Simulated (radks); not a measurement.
The numbers below are computed, except where a source is named.
Problem. These are the eigenvalues of the occupied orbitals of an atom or ion with whole-number occupations (eV). Code: a radial shooting solver on a logarithmic mesh with Libxc functionals. Model: non-relativistic Kohn-Sham, LDA (Slater exchange, Perdew-Wang correlation), spin-unpolarised, spherical densities, point nucleus.

orbital  eigenvalue
1s        -875.2291
2s         -77.5511
2p         -54.9517

Which element is it, and in what charge state? The configuration may be excited.

Solution. Z = 10, neon, charge +2: Ne2+ in [He] 2s2 2p4. The list shows which subshells hold electrons but not how many an open one holds; the 1s level, -32.164 hartree, gives Z - s = 8.0 by -(Z - s)^2/2, which with screening narrows Z to a few neighbours, and the depths of the outer levels then fix element, charge and occupations together.
